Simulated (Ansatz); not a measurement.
## Relative stability

The two ends of one reaction step of SnHBrCl₂, singlet (PBE0-D4/def2-TZVP).

A:

```tsv
atom	x (Å)	y (Å)	z (Å)
Sn1	0.3956	1.3579	0.4545
Cl2	-0.5811	0.3886	2.3795
Cl3	1.3851	-1.3210	-0.5067
H4	0.2395	-1.1117	-1.0892
Br5	-1.4392	0.6862	-1.2381
```

B:

| atom | x (Å) | y (Å) | z (Å) |
| --- | --- | --- | --- |
| Sn1 | 0.8026 | 1.1168 | 0.5984 |
| Cl2 | -0.5317 | 0.3512 | 2.3994 |
| Cl3 | 1.5818 | -1.0533 | -0.1464 |
| H4 | -0.4507 | -0.7425 | -1.3448 |
| Br5 | -1.4020 | 0.3278 | -1.5065 |

Program: Ansatz 0.2.0. Basis: def2-TZVPP. Cores are frozen in the correlated methods. Filled d shells of the heavier atoms are correlated. Core potentials replace the inner electrons of the atoms past krypton. The def2 sets are not built for correlating such inner shells, so the correlated values are less sure here. B3LYP uses VWN-RPA correlation.

(1) Which structure is lower at CCSD(T), and by how much? (To be estimated.)

T1 diagnostic: at most 0.012.

Results:

(1) The calculation gives: A, by 0.132 eV (electronic energy, against the other). By their contacts, A is a complex of SnBrCl + HCl and B is SnHBrCl₂ ([Cl][Sn]([Cl])[BrH]).

All methods give the same order:

```json
{"method": "SPW92", "E(B) − E(A) (eV)": "0.141"}
{"method": "PBE-D4", "E(B) − E(A) (eV)": "0.146"}
{"method": "BLYP-D4", "E(B) − E(A) (eV)": "0.136"}
{"method": "r2SCAN-D4", "E(B) − E(A) (eV)": "0.142"}
{"method": "B97M-V", "E(B) − E(A) (eV)": "0.102"}
{"method": "PBE0-D4", "E(B) − E(A) (eV)": "0.157"}
{"method": "B3LYP-D4", "E(B) − E(A) (eV)": "0.146"}
{"method": "r2SCAN0-D4", "E(B) − E(A) (eV)": "0.156"}
{"method": "BHLYP-D4", "E(B) − E(A) (eV)": "0.158"}
{"method": "CAM-B3LYP-D4", "E(B) − E(A) (eV)": "0.136"}
{"method": "wB97X-V", "E(B) − E(A) (eV)": "0.135"}
{"method": "wB97M-V", "E(B) − E(A) (eV)": "0.143"}
{"method": "B2PLYP", "E(B) − E(A) (eV)": "0.144"}
{"method": "PBE-QIDH", "E(B) − E(A) (eV)": "0.155"}
{"method": "RPA on PBE", "E(B) − E(A) (eV)": "0.117"}
{"method": "HF", "E(B) − E(A) (eV)": "0.169"}
{"method": "MP2", "E(B) − E(A) (eV)": "0.139"}
{"method": "CCSD", "E(B) − E(A) (eV)": "0.134"}
{"method": "CCSD(T)", "E(B) − E(A) (eV)": "0.132"}
```

Labels in which every atom is bracketed show which atoms are joined, not bond orders.

For scale, one of the runs: CCSD(T)/def2-TZVPP, 196 basis functions (an equivalent command: `ansatz run in.yaml --threads 4`). Time: 110 s of wall clock on 4 CPU threads; the host was shared. Peak host memory: 2.5 GiB.
